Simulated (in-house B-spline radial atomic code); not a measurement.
Whole-atom quantities along the 61-electron series, configuration 1s2 2s2 2p6 3s2 3p6 3d10 4s2 4p6 4d10 4f5/2(6) 4f7/2(1) 5s2 5p6. Breit and QED terms are first order and not part of the total energy; the density at the nucleus is averaged over the nuclear charge. Computed with an all-electron radial atomic-structure program (B-spline basis): Dirac-Hartree-Fock, jj configuration that fills j = l - 1/2 first, finite nuclei.

```
 ion   Z  E/Z² (Eh)  Σ<r²> (bohr²)  n(0)/Z³ (bohr⁻³)  Lamb diamagnetic shielding (ppm)  repulsion over attraction  Breit energy (eV)  self-energy (eV)  vacuum polarisation (eV)
Eu2+  63    -2.7327         39.617             2.174                           7493.14                     0.1488             263.55            208.55                   -32.136
Gd3+  64    -2.7522         35.066             2.246                           7667.12                    0.14759             278.25            220.99                   -34.538
Tb4+  65    -2.7716         31.536            2.3383                           7841.85                    0.14629             293.56               234                   -37.104
```
